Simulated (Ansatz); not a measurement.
CH$_{5}$FOSSi (`O[SiH](F)CS`), relaxed with RKS PBE-D4/def2-SVP in Ansatz from a rough embedded geometry. The force threshold is 0.03 eV/Å; the program also tests the step.

Total charge 0; spin multiplicity 1.

Start:

```xyz
10

O    -0.161   -1.822   -0.082
Si    0.080   -0.402   -0.907
F    -1.274   -0.087   -1.712
C     0.462    1.070    0.268
S    -0.666    1.046    1.639
H    -1.125   -2.001    0.086
H     1.152   -0.554   -1.888
H     1.476    0.937    0.646
H     0.380    1.950   -0.259
H    -0.324   -0.138    2.209
```

(1) By how much does the energy fall, and how many steps does the optimiser take? (Best estimate.)

(2) Which bonds change most? (Estimate.)

(3) Give the relaxed structure. (Best estimate.)

Answers

(1) The calculation gave: 33.93 kJ/mol, in 14 steps, 1 of them rejected.

(2) Computed: C4–H9 from 1.029 to 1.110 Å; C4–S5 from 1.776 to 1.849 Å; Si2–F3 from 1.606 to 1.641 Å; Si2–H7 from 1.462 to 1.493 Å.

(3) Computed: 
```xyz
10

O    -0.499   -1.780   -0.246
Si    0.095   -0.432   -1.018
F    -0.982    0.136   -2.119
C     0.349    0.962    0.247
S    -0.692    0.701    1.753
H    -1.093   -1.508    0.487
H     1.324   -0.837   -1.762
H     1.409    1.107    0.540
H     0.003    1.924   -0.184
H     0.087   -0.274    2.302
```
